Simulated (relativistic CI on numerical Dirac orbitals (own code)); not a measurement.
# Crystal-field levels of Cr2+, 3d4

Calculated by Dirac-Coulomb-Breit CI, KLI orbitals optimised for each configuration, QED by a radiative potential, valence Slater integrals scaled by 0.65, one configuration in a parametric crystal field (own radial code).

Field parameters in Wybourne normalisation: D3d B²₀ = −7Dσ, B⁴₀ = −14Dq − 21Dτ, B⁴₃ = −14√(10/7) Dq. The field is a parameter set, without covalency.

S is read from ⟨S²⟩ = S(S + 1).

Levels (cm⁻¹, degeneracy): 0 (1), 8 (1), 21 (2), 42 (2), 57 (1), 57 (2), 66 (1), 1476 (1), 1498 (1), 1577 (2), 1658 (2), 5588 (1).

Question: Which field gives this pattern?
A. D3d, 10Dq = 13800, Dσ = 330, Dτ = -380 cm⁻¹
B. D3d, 10Dq = 13800, Dσ = 1200, Dτ = -380 cm⁻¹
C. D3d, 10Dq = 13800, Dσ = -550, Dτ = -380 cm⁻¹
D. D3d, 10Dq = 13800, Dσ = -330, Dτ = -380 cm⁻¹

Answer: C. D3d, 10Dq = 13800, Dσ = -550, Dτ = -380 cm⁻¹, ground level with S = 1.97.
